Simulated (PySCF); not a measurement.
Compound: C₃H₈O₂Si.
Atom-mapped SMILES: `[SiH3:1][O:2][CH:3]1[CH2:4][O:5][CH2:6]1` (hydrogens: H7, H8, H9 on Si1; H10 on C3; H11, H12 on C4; H13, H14 on C6)

Method: PBE0-D3(BJ)/def2-SVP geometry optimisation, gas phase in PySCF; density fitting, grid level 1; the optimiser is geomeTRIC in internal coordinates, started from a GFN2-xTB structure with every atom displaced at random (about 0.01 Å).

Step 0: E = -15192.9284 eV
```
atom  x, y, z in Å  |  force x, y, z in eV/Å
Si1     2.3018   -0.0112    0.3563   -0.603   0.942  -0.147
O2      0.8017    0.3469   -0.2419   -0.572   0.156  -0.349
C3     -0.4247    0.4501    0.4029    1.105   0.315   0.155
C4     -1.0162   -0.8471    0.9060   -2.141   0.457   0.321
O5     -2.2267   -0.6014    0.1300    0.481  -0.118   0.357
C6     -1.6353    0.5367   -0.5100   -0.388  -0.465   0.495
H7      3.0481    0.0882   -0.8826    0.835  -0.169  -0.385
H8      2.6897    1.0158    1.3504    0.243   0.170   0.216
H9      2.3148   -1.3000    1.0114    0.155  -0.943   0.347
H10    -0.3696    1.2366    1.1809   -0.185   0.015  -0.072
H11    -1.2689   -0.9219    1.9897    0.281   0.006  -0.336
H12    -0.5193   -1.7458    0.5750    0.569  -0.634  -0.240
H13    -1.4241    0.3325   -1.5624    0.285   0.069  -0.354
H14    -2.2663    1.4300   -0.4232   -0.066   0.199  -0.007
```

Step 1: E = -15193.1165 eV
```
atom  x, y, z in Å  |  force x, y, z in eV/Å
Si1     2.2899    0.0455    0.3308   -0.070  -0.136   0.115
O2      0.7792    0.3178   -0.3277    0.090   0.000  -0.092
C3     -0.4091    0.4195    0.3856   -0.116  -0.005   0.025
C4     -1.0809   -0.8714    0.8837    0.235  -0.101  -0.122
O5     -2.2904   -0.5478    0.2078    0.073  -0.035   0.018
C6     -1.6739    0.5428   -0.4699    0.134   0.040  -0.117
H7      3.2681    0.0073   -0.7859   -0.045   0.038  -0.061
H8      2.6504    1.1290    1.2971   -0.018   0.008   0.008
H9      2.3102   -1.2700    1.0532    0.010   0.083  -0.007
H10    -0.3416    1.1934    1.1721    0.024   0.016  -0.004
H11    -1.2027   -0.9773    1.9702   -0.129  -0.015   0.160
H12    -0.5834   -1.7869    0.4965   -0.129   0.135  -0.038
H13    -1.4546    0.3306   -1.5359   -0.061  -0.012   0.101
H14    -2.2562    1.4768   -0.3951    0.003  -0.016   0.015
```

Question: Estimate the geometry and energy of step 2. (The exact step hangs on the optimiser's Hessian estimate; all steps are aligned on step 1, rigid shifts and turns removed.)

Answer: E = -15193.1227 eV, largest force 0.079 eV/Å
```
atom  x, y, z in Å  |  force x, y, z in eV/Å
Si1     2.2887    0.0437    0.3357    0.024  -0.017   0.020
O2      0.7822    0.3070   -0.3302    0.018  -0.032  -0.060
C3     -0.4035    0.4142    0.3863   -0.036   0.015   0.036
C4     -1.0802   -0.8748    0.8834    0.049  -0.043   0.045
O5     -2.2856   -0.5421    0.2085   -0.068  -0.002  -0.015
C6     -1.6647    0.5459   -0.4688    0.024   0.005  -0.026
H7      3.2507    0.0113   -0.7964   -0.007   0.011  -0.009
H8      2.6403    1.1426    1.2882   -0.007  -0.003   0.014
H9      2.3251   -1.2589    1.0724   -0.001   0.019   0.009
H10    -0.3283    1.1893    1.1715    0.005   0.001   0.003
H11    -1.2202   -0.9903    1.9725   -0.003   0.011  -0.016
H12    -0.6010   -1.7893    0.4835    0.002   0.029  -0.016
H13    -1.4561    0.3288   -1.5327   -0.001   0.004   0.008
H14    -2.2424    1.4820   -0.3912    0.000   0.002   0.008
```

The energy changes by -0.0061 eV. The first-order estimate −F·Δx gives -0.0114 eV and the mean of the old and new forces, exact on a quadratic surface, -0.0062 eV. The step makes an angle of 69° with the force vector and moves no atom by more than 0.027 Å.

The cost below is that of the whole optimisation. On one thread, Arm Neoverse V2 (aarch64), shared host, this took 51 s of wall time and 0.50 GiB of memory at its peak.
